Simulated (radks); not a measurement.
Problem. The mean radii <r> (bohr) of the occupied orbitals of an atom or ion are listed with their occupations. Method: Dirac Kohn-Sham, LB94 model potential, spin-unpolarised, spherical densities, finite nucleus; Fermi nuclear charge, rms radius of each element as measured or else 0.836 A^(1/3) + 0.57 fm; computed with a radial shooting solver on a logarithmic mesh with Libxc functionals.

orbital  occ.      <r>
1s1/2       2  0.02314
2s1/2       2  0.09716
2p1/2       2  0.08128
2p3/2       4  0.08756
3s1/2       2   0.2380
3p1/2       2   0.2250
3p3/2       2   0.2347

Name the element and its charge. Open shells, if any, fill j = l - 1/2 first.

Solution. Z = 61, promethium, charge +45: Pm45+ in [Ne] 3s2 3p4. The 1s radius gives Z: for a bare nucleus <r> = (2 gamma + 1)/(2Z) with gamma = sqrt(1 - (Z/c)^2), 0.02288 bohr for Z = 61, and screening makes it slightly larger (0.02314 here). The occupations add up to 16, and the charge is Z minus that.
